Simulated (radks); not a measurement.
Isoelectronic series with 19 electrons, each ion in its NIST ground configuration. Calculated with a radial shooting solver on a logarithmic mesh with Libxc functionals: scalar-relativistic Kohn-Sham, PBEsol, spin-polarised, spherical densities, finite nucleus; open shells are filled with parallel spins first (spin-orbit coupling, left out, can overturn this in heavy ions); Fermi nuclear charge, rms radius of each element as measured or else 0.836 A^(1/3) + 0.57 fm. Total energies (hartree) and mean radii <r> (bohr) (* marks an orbital that is empty in some or all of the ions):

ion,configuration,E (hartree),4s down*,4s up*,3d down*,3d up,3p down,3p up
Ni9+,[Ar] 3d1,-1490.19773,1.485,1.481,0.6709,0.6684,0.6880,0.6865
Cu10+,[Ar] 3d1,-1614.99814,1.391,1.387,0.6267,0.6245,0.6506,0.6492
Zn11+,[Ar] 3d1,-1745.05220,1.308,1.305,0.5883,0.5864,0.6171,0.6159
Ga12+,[Ar] 3d1,-1880.37783,1.235,1.232,0.5547,0.5530,0.5870,0.5858
Ge13+,[Ar] 3d1,-2020.99435,1.170,1.168,0.5249,0.5234,0.5596,0.5586
As14+,[Ar] 3d1,-2166.92247,1.112,1.110,0.4984,0.4970,0.5348,0.5338
Se15+,[Ar] 3d1,-2318.18304,1.059,1.057,0.4745,0.4733,0.5120,0.5111
Br16+,[Ar] 3d1,-2474.79869,1.011,1.010,0.4529,0.4518,0.4912,0.4903
Kr17+,[Ar] 3d1,-2636.79253,0.9676,0.9661,0.4333,0.4323,0.4719,0.4711
Rb18+,[Ar] 3d1,-2804.18900,0.9277,0.9263,0.4153,0.4144,0.4541,0.4534
Sr19+,[Ar] 3d1,-2977.01321,0.8909,0.8896,0.3988,0.3980,0.4376,0.4369
